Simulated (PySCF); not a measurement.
[W(NMe)F5]2-, CH3F5NW (charge -2 and doublet state).
Bonds: W1–N2, W1–F7, W1–F8, W1–F9, W1–F10, W1–F11, N2–C3. Hydrogens: H4, H5, H6 on C3.

The calculation used PBE0-D3(BJ)/def2-SVP geometry optimisation, gas phase, def2 core potentials past Kr (PySCF).

**Question.** What internal coordinates does the optimisation give?

**Answer.** 
```json
{"bond": "W1–N2", "length (pm)": "179.6"}
{"bond": "W1–F7", "length (pm)": "198.9"}
{"bond": "W1–F8 and 3 like bonds", "length (pm)": "198.9"}
{"bond": "N2–C3", "length (pm)": "138.6"}
{"bond": "C3–H4, C3–H5, C3–H6", "length (pm)": "112.2"}
```

Bonds in one row agree within 1 pm and their mean is given. A selection of angles:
```json
{"angle": "N2–W1–F7", "degrees": "179.1"}
{"angle": "N2–W1–F8", "degrees": "96.7"}
{"angle": "N2–W1–F9", "degrees": "95.5"}
{"angle": "F7–W1–F8", "degrees": "84.0"}
{"angle": "F8–W1–F9", "degrees": "167.8"}
{"angle": "F8–W1–F10", "degrees": "89.0"}
{"angle": "W1–N2–C3", "degrees": "178.1"}
{"angle": "N2–C3–H4", "degrees": "113.8"}
{"angle": "H4–C3–H5", "degrees": "104.7"}
```

W1 (tungsten bonded to 5 F and N) is distorted octahedral (the three widest angles are 179.1°, 167.8° and 167.7°, the others run from 83.7° to 96.7°). All 5 F–W bonds measure 1.989 Å.

Point group: near Cs, missed by 0.20 Å at most; the miss may be what the optimiser left on a soft mode. Stationary, but not proved a minimum. ⟨S²⟩ = 0.758 (exact for a doublet: 0.75). Whether so highly charged an anion holds all its electrons in the gas phase wasn't checked; a finite basis holds them in any case. The ion is multiply charged and computed without counter-ions or solvent.

Caution for open-shell metal species: one SCF solution and one stationary point were followed, and a lower state or a bent or distorted shape isn't ruled out.
